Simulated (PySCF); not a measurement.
A structure optimised at B3LYP-D3(BJ)/def2-SVP, used in a PySCF frequency run:

```xyz
12

C      2.2218     0.8227    -0.0318
Si     0.7716    -0.3054    -0.4165
N     -0.5842     0.5621    -1.2542
C     -1.5768     0.4350    -0.4412
Si    -1.0063    -0.5754     1.1071
H      2.6869     1.1744    -0.9673
H      1.8928     1.7014     0.5437
H      2.9882     0.2888     0.5529
H      1.2345    -1.4814    -1.2109
H     -2.5609     0.8799    -0.6933
H     -1.6975    -1.8850     1.3203
H     -1.0391     0.1719     2.4039
```

Q: Write its SMILES and formula.

A: C[Si@@H]1N=C[SiH2]1, C2H7NSi2

Q: What are its rotational constants (standard atomic weights)?

A: 5.1240, 2.4409, 1.9343 GHz
